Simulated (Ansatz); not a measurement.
`[OH2+][Au-][N]([SiH3])[SiH3]` → Au• + 8 H• + N• + O• + 2 Si•  (atomization)

Program: Ansatz. Geometries: PBE0-D4/def2-TZVP. ΔE: electronic, gas phase. CBS: MP2 limit from def2 TZ/QZ plus the TZ coupled-cluster correction, frozen cores. This one scheme is used for every species, atoms too. DFT in def2-TZVPP. B3LYP here is the variant with VWN-RPA as its local correlation; programs differ in this. No spin–orbit coupling; open shells (•) take unrestricted orbitals. Spin–orbit coupling would lower the free atoms: a little for O, Si. Elements past krypton have def2 core potentials. Bonds to Au are less sure, by a few kJ/mol each and by 10 to 20 or more in all where they break to atoms, as the def2 sets lack core-valence functions. One conformer a species, not always the lowest.

| level | ΔE (kJ/mol) | difference from CCSD(T)/CBS |
| --- | --- | --- |
| PBE-D4 | 3927.2 | -47.2 |
| B3LYP-D4 | 3919.7 | -54.7 |
| r2SCANh-D4 | 3899.7 | -74.7 |
| BHLYP-D4 | 3819.8 | -154.6 |
| BLYP | 3838.1 | -136.3 |
| B3LYP | 3864.6 | -109.8 |
| r2SCANh | 3890.8 | -83.6 |
| CCSD(T)/def2-SVP | 3645.8 | -328.6 |
| MP2/def2-QZVPP | 3958.9 | -15.5 |
| HF/CBS(def2) | 2754.1 | -1220.3 |
| CCSD(T)/CBS | 3974.4 | 0 |

Largest T1 diagnostic among the species: 0.015.

From BLYP to BHLYP (50 % exact exchange), in def2-TZVPP and without D4, ΔE moves by −65.7 kJ/mol: exact exchange takes away binding that semilocal exchange gives to molecules. In def2-TZVPP, CCSD(T) changes the Hartree–Fock value by +1105.1 kJ/mol (the triples alone add +61.8 kJ/mol) and MP2 by +1140.4 kJ/mol; breaking electron pairs costs correlation energy, which Hartree–Fock lacks.

For atomizations the MP2-based limit and the directly extrapolated one differ by several kJ/mol either way, and by 10 to 25 for some Ge, Se and Sn compounds, so smaller differences from it don't rank the levels.
